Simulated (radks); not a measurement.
Spherical quantum dot in the effective-mass picture: electrons in a hard-walled sphere of radius 6.78, with a point charge +2 (a donor) at the centre, all in effective atomic units (hartree* = m*/eps^2 hartree, bohr* = eps/m* bohr), one dielectric constant everywhere. Method: non-relativistic Kohn-Sham, PBE, spin-polarised, spherical densities; computed with a radial shooting solver with Libxc functionals. Levels are named by radial order and angular momentum (1s, 1p, 1d, 2s, ...), and open shells are averaged over m.

N = 9, configuration 1s2 1p(up 3, down 2) 2s2. This is the lowest configuration that the search found. Occupied and some empty levels:

level    occupation  eigenvalue (hartree*)  <r> (bohr*)
1s up             1                 1.0594        1.032
1s down           1                 1.0600        1.025
2s up             1                 1.3695        4.431
2s down           1                 1.3815        4.434
1p up             3                 1.4108        4.530
1p down           2                 1.4230        4.526
1d up             0                 1.5199        4.741
1d down           0                 1.5323        4.739
1f up             0                 1.6640        4.898
1f down           0                 1.6765        4.897
1g up             0                 1.8408        5.026
1g down           0                 1.8534        5.025
2p up             0                 1.8847        3.414
2p down           0                 1.8935        3.395

Energy (hartree*): total 2.37001, kinetic 4.5357, external -10.056, Hartree 10.263, exchange-correlation -2.3731.

Electron density:

r (bohr*)  n(r) (e/bohr*^3)
0.503                0.5356
1.01                0.09486
1.52                0.02109
2.03               0.007610
2.54               0.006255
3.04               0.007619
3.55               0.009462
4.06                0.01072
4.57                0.01058
5.08               0.008603
5.59               0.005169
6.09               0.001835
6.60              0.0001182
